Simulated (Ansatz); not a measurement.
`[CH3][Zn][SH]`. Total charge 0; spin multiplicity 1. The structure was optimised at the PBE0-D4/def2-TZVP level. It is one conformer, not always the lowest.

```xyz
7

C    -0.865   -0.298    0.939
Zn    0.197    0.143   -0.616
S     1.369    0.639   -2.382
H    -1.593    0.490    1.145
H    -0.226   -0.411    1.818
H    -1.402   -1.236    0.785
H     2.520    0.674   -1.689
```

**Question.** What is the dipole moment at PBE/def2-TZVPP? (An estimate is asked.)

**Answer.** The calculation gave: 1.74 D, with components (-0.35, -0.36, 1.66) D in this frame, pointing from negative to positive charge.

**Question.** And with r2SCAN, B3LYP, ωB97M-V? (Estimate.)

**Answer.** Ansatz gave: r2SCAN 1.80 D, B3LYP 1.75 D, ωB97M-V 1.74 D.

**Question.** Give the Mulliken charges with PBE, ωB97M-V, B3LYP in def2-TZVPP. (An estimate is asked.)

**Answer.** Computed: 
| atom | PBE | ωB97M-V | B3LYP |
| --- | --- | --- | --- |
| C1 | -0.42 | -0.53 | -0.45 |
| Zn2 | 0.28 | 0.37 | 0.35 |
| S3 | -0.29 | -0.32 | -0.31 |
| H4 | 0.11 | 0.13 | 0.11 |
| H5 | 0.11 | 0.12 | 0.10 |
| H6 | 0.11 | 0.12 | 0.11 |
| H7 | 0.10 | 0.11 | 0.09 |

B3LYP here is the variant with VWN-RPA as its local correlation; programs differ in this.
